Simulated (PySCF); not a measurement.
B₂H₅OSi, BH₅NSi, BH₄OSi, CH₇BNSi and others (calculated)

All values are calculated (PySCF 2.14.0). Calculation on a computer-drawn molecule: the log of a Hartree-Fock and frozen-core CCSD(T) single point meant for a local Hartree-Fock minimum, with one planted fault or none, to be diagnosed. Offsets are logged minus clean, where the clean run is the same molecule without the fault. The reference is restricted for singlets and unrestricted otherwise, and also for a bond in bohr or an excited solution. Adding or removing an electron swaps singlet and doublet. The excited solution moves the top pair (singlet) or top alpha electron (doublet) to the lowest empty orbital. Highest occupied and lowest empty are orbital energies over both spins, largest force is the largest gradient component, triples share is (T) over the correlation energy, the T1 limit is 0.02 restricted and 0.045 unrestricted, electrons count all cores, a negative frequency is imaginary (commonest isotopes), and the dipole is about the centre of nuclear charge.

Common to all runs: meant charge 0; meant multiplicity 2; meant basis cc-pV(D+d)Z; logged SCF converged yes; possible faults no fault, one electron removed, one electron added, multiplicity raised by two, geometry at a saddle point, SCF held on an excited solution, minimal basis STO-3G, one bond length entered in bohr, all coordinates scaled.

```yaml
- entry: 1
  formula: B2H5OSi
  logged_structure:
    atoms_angstrom:
      - [B, 1.5695, -1.3657, -2.6307]
      - [Si, 0.0876, -0.7755, -1.1753]
      - [B, 0.909, 0.9284, -0.033]
      - [O, 0.3927, 2.2724, -0.1268]
      - [H, 2.5491, -2.1868, -2.6835]
      - [H, -0.2887, -1.9562, -0.171]
      - [H, -1.2544, -0.3439, -1.9242]
      - [H, 1.9051, 0.7723, 0.7688]
      - [H, -0.3906, 2.3866, -0.7583]
  given:
    logged_electrons: 37
    logged_basis_functions: 90
    logged_spin_squared: 0.7578
    "logged_highest_occupied [eV]": -8.928
    "logged_lowest_empty [eV]": 0.83285
    "logged_largest_force [hartree/bohr]": 0.053038
    logged_T1_diagnostic: 0.019142
    logged_D1_diagnostic: 0.064145
    logged_triples_share: 0.028411
    logged_CC_converged: "yes"
    "logged_dipole_magnitude [debye]": 0.97339
    logged_SCF_stable_within_its_kind: "yes"
    "logged_energy_HF [hartree]": -415.99846
    "logged_energy_CCSD(T) [hartree]": -416.50068
    drawn_bonds_atom: [1, 2, 3, 1, 2, 2, 3, 4]
    drawn_bonds_other_atom: [2, 3, 4, 5, 6, 7, 8, 9]
    drawn_bonds_order: [1, 1, 1, 1, 1, 1, 1, 1]
  results:
    planted_fault: "all coordinates scaled, by +7.1 %"
    "HF_energy_offset_from_clean_run [kcal/mol]": 21.26
    "CCSD(T)_energy_offset_from_clean_run [kcal/mol]": 16.03
- entry: 2
  formula: BH5NSi
  logged_structure:
    atoms_angstrom:
      - [B, 0.663, -0.9607, 1.1268]
      - [Si, -0.7019, 0.0373, 0.038]
      - ["N", -0.0238, 0.4497, -1.4957]
      - [H, 0.696, -1.7884, 1.9868]
      - [H, -1.0906, 1.1907, 0.9036]
      - [H, -1.9442, -0.7237, -0.2427]
      - [H, -0.6173, 0.867, -2.1892]
      - [H, 0.8831, 0.8785, -1.5189]
  given:
    logged_electrons: 32
    logged_basis_functions: 76
    logged_spin_squared: 0.0
    "logged_highest_occupied [eV]": 0.28379
    "logged_lowest_empty [eV]": 7.9408
    "logged_largest_force [hartree/bohr]": 0.042698
    logged_T1_diagnostic: 0.018354
    logged_D1_diagnostic: 0.066871
    logged_triples_share: 0.027708
    logged_CC_converged: "yes"
    "logged_dipole_magnitude [debye]": 6.7314
    logged_SCF_stable_within_its_kind: "yes"
    "logged_energy_HF [hartree]": -370.86807
    "logged_energy_CCSD(T) [hartree]": -371.29167
    drawn_bonds_atom: [1, 2, 1, 2, 2, 3, 3]
    drawn_bonds_other_atom: [2, 3, 4, 5, 6, 7, 8]
    drawn_bonds_order: [1, 1, 1, 1, 1, 1, 1]
  results:
    planted_fault: "one electron added"
    "HF_energy_offset_from_clean_run [kcal/mol]": 33.81
    "CCSD(T)_energy_offset_from_clean_run [kcal/mol]": 9.886
  notes: ["highest electron not bound in this basis"]
- entry: 3
  formula: BH4OSi
  logged_structure:
    atoms_angstrom:
      - [B, 0.9276, 0.8332, -1.457]
      - [Si, 1.6733, 2.5708, -0.771]
      - [O, 0.5451, 3.7811, -0.7347]
      - [H, 1.1998, -0.3285, -1.4497]
      - [H, 2.7915, 2.9024, -1.6924]
      - [H, 2.1863, 2.4859, 0.6109]
      - [H, -0.0417, 3.8701, -1.4705]
  given:
    logged_electrons: 31
    logged_basis_functions: 23
    logged_spin_squared: 0.7545
    "logged_highest_occupied [eV]": -7.0508
    "logged_lowest_empty [eV]": 6.3194
    "logged_largest_force [hartree/bohr]": 0.051154
    logged_T1_diagnostic: 0.0095392
    logged_D1_diagnostic: 0.027549
    logged_triples_share: 0.015038
    logged_CC_converged: "yes"
    "logged_dipole_magnitude [debye]": 1.3698
    logged_SCF_stable_within_its_kind: "yes"
    "logged_energy_HF [hartree]": -386.03748
    "logged_energy_CCSD(T) [hartree]": -386.16467
    drawn_bonds_atom: [1, 2, 1, 2, 2, 3]
    drawn_bonds_other_atom: [2, 3, 4, 5, 6, 7]
    drawn_bonds_order: [1, 1, 1, 1, 1, 1]
  results:
    planted_fault: "minimal basis STO-3G"
    "HF_energy_offset_from_clean_run [kcal/mol]": 2970
    "CCSD(T)_energy_offset_from_clean_run [kcal/mol]": 3136
- entry: 4
  formula: CH7BNSi
  logged_structure:
    atoms_angstrom:
      - [B, -0.8801, 0.5753, 0.7208]
      - [Si, 0.6346, 0.1199, -0.5299]
      - [C, 2.119, 1.1659, -0.0123]
      - ["N", 0.8543, -1.5944, -0.4629]
      - [H, -1.8299, 1.2975, 0.7841]
      - [H, 0.3505, 0.4259, -1.9569]
      - [H, 2.399, 0.9808, 1.0292]
      - [H, 2.9872, 0.9376, -0.6386]
      - [H, 1.9054, 2.2346, -0.1201]
      - [H, 0.9574, -2.0385, 0.4308]
      - [H, 1.4489, -2.0382, -1.1386]
  given:
    logged_electrons: 39
    logged_basis_functions: 100
    logged_spin_squared: 0.7754
    "logged_highest_occupied [eV]": -7.7754
    "logged_lowest_empty [eV]": 0.67543
    "logged_largest_force [hartree/bohr]": 0.037925
    "logged_dipole_magnitude [debye]": 1.6278
    logged_SCF_stable_within_its_kind: "no"
    "logged_energy_HF [hartree]": -409.94176
    drawn_bonds_atom: [1, 2, 2, 1, 2, 3, 3, 3, 4, 4]
    drawn_bonds_other_atom: [2, 3, 4, 5, 6, 7, 8, 9, 10, 11]
    drawn_bonds_order: [1, 1, 1, 1, 1, 1, 1, 1, 1, 1]
  results:
    planted_fault: "SCF held on an excited solution"
    "HF_energy_offset_from_clean_run [kcal/mol]": 18.38
  notes: ["coupled-cluster numbers left out as unreliable"]
- entry: 5
  formula: CH7BNSi
  logged_structure:
    atoms_angstrom:
      - [B, -0.8801, 0.5753, 0.7208]
      - [Si, 0.6346, 0.1199, -0.5299]
      - [C, 2.119, 1.1659, -0.0123]
      - ["N", 0.8543, -1.5944, -0.4629]
      - [H, -1.8299, 1.2975, 0.7841]
      - [H, 0.3505, 0.4259, -1.9569]
      - [H, 2.399, 0.9808, 1.0292]
      - [H, 2.9872, 0.9376, -0.6386]
      - [H, 1.9054, 2.2346, -0.1201]
      - [H, 0.9574, -2.0385, 0.4308]
      - [H, 1.4489, -2.0382, -1.1386]
  given:
    logged_electrons: 39
    logged_basis_functions: 100
    logged_spin_squared: 3.7625
    "logged_highest_occupied [eV]": -7.8984
    "logged_lowest_empty [eV]": -1.1103
    "logged_largest_force [hartree/bohr]": 0.041417
    logged_T1_diagnostic: 0.033086
    logged_D1_diagnostic: 0.2125
    logged_triples_share: 0.028481
    logged_CC_converged: "yes"
    "logged_dipole_magnitude [debye]": 3.822
    logged_SCF_stable_within_its_kind: "yes"
    "logged_energy_HF [hartree]": -409.8534
    "logged_energy_CCSD(T) [hartree]": -410.39263
    drawn_bonds_atom: [1, 2, 2, 1, 2, 3, 3, 3, 4, 4]
    drawn_bonds_other_atom: [2, 3, 4, 5, 6, 7, 8, 9, 10, 11]
    drawn_bonds_order: [1, 1, 1, 1, 1, 1, 1, 1, 1, 1]
  results:
    planted_fault: "multiplicity raised by two"
    "HF_energy_offset_from_clean_run [kcal/mol]": 73.83
    "CCSD(T)_energy_offset_from_clean_run [kcal/mol]": 78.07
- entry: 6
  formula: BClH3OSi
  logged_structure:
    atoms_angstrom:
      - [B, -0.7522, 0.0503, 0.5404]
      - [Si, 0.3378, -1.3734, 1.424]
      - [O, 1.1955, -2.1798, 0.2855]
      - [Cl, 1.6042, -0.3169, 2.6993]
      - [H, -2.7103, 1.0948, 0.9238]
      - [H, -0.3607, -2.342, 2.2891]
      - [H, 1.722, -2.9233, 0.5411]
  given:
    logged_electrons: 47
    logged_basis_functions: 89
    logged_spin_squared: 1.2687
    "logged_highest_occupied [eV]": -9.7126
    "logged_lowest_empty [eV]": 0.77009
    "logged_largest_force [hartree/bohr]": 0.024815
    logged_T1_diagnostic: 0.051761
    logged_D1_diagnostic: 0.25511
    logged_triples_share: 0.027832
    logged_CC_converged: "yes"
    "logged_dipole_magnitude [debye]": 2.6538
    logged_SCF_stable_within_its_kind: "yes"
    "logged_energy_HF [hartree]": -849.63679
    "logged_energy_CCSD(T) [hartree]": -850.16818
    drawn_bonds_atom: [1, 2, 2, 1, 2, 3]
    drawn_bonds_other_atom: [2, 3, 4, 5, 6, 7]
    drawn_bonds_order: [1, 1, 1, 1, 1, 1]
  results:
    planted_fault: "one bond length entered in bohr, row 4 of the drawn bonds"
    "HF_energy_offset_from_clean_run [kcal/mol]": 75.77
    "CCSD(T)_energy_offset_from_clean_run [kcal/mol]": 73.85
  notes: ["T1 above single-reference limit"]
- entry: 7
  formula: C2H5BCl
  logged_structure:
    atoms_angstrom:
      - [C, -1.0227, -0.7845, 2.4541]
      - [B, -0.4031, 0.4282, 1.7385]
      - [C, 1.0593, 0.4804, 1.1587]
      - [Cl, -1.429, 1.8884, 1.5536]
      - [H, -0.4665, -1.7048, 2.605]
      - [H, -2.0359, -0.7836, 2.8408]
      - [H, 1.0301, 0.6875, 0.0839]
      - [H, 1.617, -0.4446, 1.3188]
      - [H, 1.6159, 1.3061, 1.6138]
  given:
    logged_electrons: 39
    logged_basis_functions: 90
    logged_spin_squared: 0.771
    "logged_highest_occupied [eV]": -3.1582
    "logged_lowest_empty [eV]": -2.8564
    "logged_largest_force [hartree/bohr]": 0.088765
    "logged_dipole_magnitude [debye]": 5.4247
    logged_SCF_stable_within_its_kind: "no"
    "logged_energy_HF [hartree]": -562.607
    drawn_bonds_atom: [1, 2, 2, 1, 1, 3, 3, 3]
    drawn_bonds_other_atom: [2, 3, 4, 5, 6, 7, 8, 9]
    drawn_bonds_order: [1, 1, 1, 1, 1, 1, 1, 1]
  results:
    planted_fault: "SCF held on an excited solution"
    "HF_energy_offset_from_clean_run [kcal/mol]": 164.9
  notes: ["coupled-cluster numbers left out as unreliable"]
- entry: 8
  formula: CH4B2Cl
  logged_structure:
    atoms_angstrom:
      - [C, 0.9742, -1.5879, -1.6203]
      - [B, -0.0958, -0.6048, -1.1039]
      - [B, -1.2857, -1.0147, 0.0411]
      - [Cl, -2.8408, -1.6774, -0.5107]
      - [H, 1.0373, -2.6249, -1.3023]
      - [H, 1.7316, -1.2999, -2.3435]
      - [H, -0.0871, 0.5214, -1.5339]
      - [H, -1.1857, -0.879, 1.2264]
  given:
    logged_electrons: 37
    logged_basis_functions: 85
    logged_spin_squared: 3.7703
    "logged_highest_occupied [eV]": -6.7678
    "logged_lowest_empty [eV]": -1.3982
    "logged_largest_force [hartree/bohr]": 0.059313
    logged_T1_diagnostic: 0.035373
    logged_D1_diagnostic: 0.21254
    logged_triples_share: 0.03043
    logged_CC_converged: "yes"
    "logged_dipole_magnitude [debye]": 3.9679
    logged_SCF_stable_within_its_kind: "yes"
    "logged_energy_HF [hartree]": -548.89787
    "logged_energy_CCSD(T) [hartree]": -549.37581
    drawn_bonds_atom: [1, 2, 3, 1, 1, 2, 3]
    drawn_bonds_other_atom: [2, 3, 4, 5, 6, 7, 8]
    drawn_bonds_order: [1, 1, 1, 1, 1, 1, 1]
  results:
    planted_fault: "multiplicity raised by two"
    "HF_energy_offset_from_clean_run [kcal/mol]": 98.56
    "CCSD(T)_energy_offset_from_clean_run [kcal/mol]": 97.31
```
